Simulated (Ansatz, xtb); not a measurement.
Molecule: sum formula HSO3, charge -1, multiplicity 1. It need not be the lowest isomer of its formula. SMILES: [O-][S+]([O-])O
Geometry from a B3LYP-D3(BJ)/def2-TZVP (Ansatz, a quantum-chemistry and plane-wave program) optimisation:
```xyz
5

O     -0.7052     1.0597     0.6927
S     -0.2151     0.1254    -0.3476
O     -0.5788    -1.2873    -0.0359
O      1.5191     0.0572    -0.0402
H      1.5606    -0.6433     0.6292
```
Charge -1, spin multiplicity 1.

Harmonic wavenumbers from GFN2-xTB (xtb, at its own minimum), cm⁻¹: 144, 318, 361, 512, 581, 851, 1058, 1105, 3651.

Problem. Give the harmonic wavenumbers at B3LYP-D3(BJ)/def2-TZVP (Ansatz, finite differences of forces, unscaled).

Solution. 159, 386, 401, 524, 584, 1015, 1109, 1162, 3708 cm⁻¹. Zero-point energy 12.9 kcal/mol.

Problem. From these and the geometry, give the ideal-gas thermochemistry at 298.15 K and 1 atm (rigid rotor, harmonic oscillator).

Solution. Point group C1, rotational symmetry number 1. Rotational constants 8.96, 7.949, 4.898 GHz. S(trans) 39.09, S(rot) 24.34, S(vib) 5.81, S(elec, spin only) 0.00, S 69.2 cal/(mol K). H(298) - H(0) 3.45 kcal/mol; G - E(el) -4.3 kcal/mol.
